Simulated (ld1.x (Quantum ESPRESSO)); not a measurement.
**chromium: excitation energies, all-electron against TM**

* Element: Cr
* Generator: ld1.x (Quantum ESPRESSO) 7.5
* Type: norm-conserving Troullier–Martins (Kleinman–Bylander form)
* Functional: PBE
* Relativity: scalar-relativistic
* Frozen core: [Ar]
* Valence charge: 6
* Reference configuration: 3d3 4s0 4p0 (charge +3)
* Partial waves: 4s (bound, empty): rc 2.20 bohr; 4p (bound, empty): rc 1.85 bohr; 3d (bound): rc 1.70 bohr
* Local potential: all-electron potential smoothed inside 1.60 bohr (lloc = -2)
* Core correction: Bessel-smoothed model core inside 0.55 bohr

Energies are relative to the spin-unpolarised reference configuration 3d3 4s0 4p0; without spin polarisation the order of configurations can differ from experiment. Not all tests gave a result: 3 of 7 tests not solved or not reliable. Left out of the table: 3d5 4s1 4p0 (solver errors, printed error -3.8 eV); 3d5.5 4s0.5 4p0 (solver errors, printed error -1.7 eV); 3d4 4s2 4p0 (solver errors, printed error -257 eV).

```csv
valence configuration,charge,ΔE all-electron (eV),error AE − PS (meV)
3d5 4s0 4p0,+1,-46.801,-883
3d4 4s0 4p0,+2,-30.749,-336
3d2 4s0 4p0,+4,48.360,-501
```

What are ΔE and the potential's error for 3d6 4s0 4p0?

ΔE = -51.970 eV all-electron; the error (AE − PS) is -1084 meV.

Note: ghost state, extra bound levels that the all-electron valence spectrum of the same l lacks: s at -17.2 eV. A true bound ghost makes a file unfit for plane-wave use.
